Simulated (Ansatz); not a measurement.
Ge₂H₅O (`[GeH2][O][GeH3]`) radical, 8 atoms. Charge 0, multiplicity 2. Correlated methods include outer-core shells of Ge, which these sets cover unevenly. Scalar relativity is left out up to krypton. All runs use 4 threads of an Arm Neoverse V2 on a shared host. Correlated methods freeze the cores. Open-shell runs search over several starts.

Q: How many basis functions does each run have, and how long does it take in Ansatz? UKS PBE0-D4/def2-TZVP relaxation (16 steps); direct RPA on PBE orbitals/def2-TZVPP energy; UHF-CCSD(T)/def2-TZVPP energy; UKS PBE0-D4/def2-TZVP frequencies; UKS ωB97M-V/def2-QZVPP energy; UKS r2SCAN-D4/def2-TZVPP energy and forces; UKS BHLYP-D4/def2-TZVPP energy; UKS ωB97M-V/def2-SVP energy; UKS PBE0-D4/def2-QZVPP energy; UHF-MP2/def2-QZVPP energy; UHF-CCSD(T)/def2-SVP energy; UKS PBE0-D4/def2-SVP energy. (An estimate is asked.)

A: Ansatz gave: Other jobs shared the machine, so times are rough.

| level | job | functions | wall time | peak host memory (GiB) |
| --- | --- | --- | --- | --- |
| UKS PBE0-D4/def2-SVP | energy | 103 | 1.6 s | 0.33 |
| UKS BHLYP-D4/def2-TZVPP | energy | 197 | 3.6 s | 0.78 |
| direct RPA on PBE orbitals/def2-TZVPP | energy | 197 | 4.3 s | 0.59 |
| UKS r2SCAN-D4/def2-TZVPP | energy and forces | 197 | 6 s | 0.34 |
| UKS ωB97M-V/def2-SVP | energy | 103 | 6.5 s | 0.55 |
| UKS PBE0-D4/def2-QZVPP | energy | 385 | 12 s | 1.9 |
| UHF-CCSD(T)/def2-SVP | energy | 103 | 15 s | 0.9 |
| UHF-MP2/def2-QZVPP | energy | 385 | 20 s | 2.1 |
| UKS ωB97M-V/def2-QZVPP | energy | 385 | 26 s | 2.3 |
| UKS PBE0-D4/def2-TZVP | relaxation (16 steps) | 157 | 50 s | 0.59 |
| UKS PBE0-D4/def2-TZVP | frequencies | 157 | 89 s | 0.59 |
| UHF-CCSD(T)/def2-TZVPP | energy | 197 | 4.6 min | 6.6 |
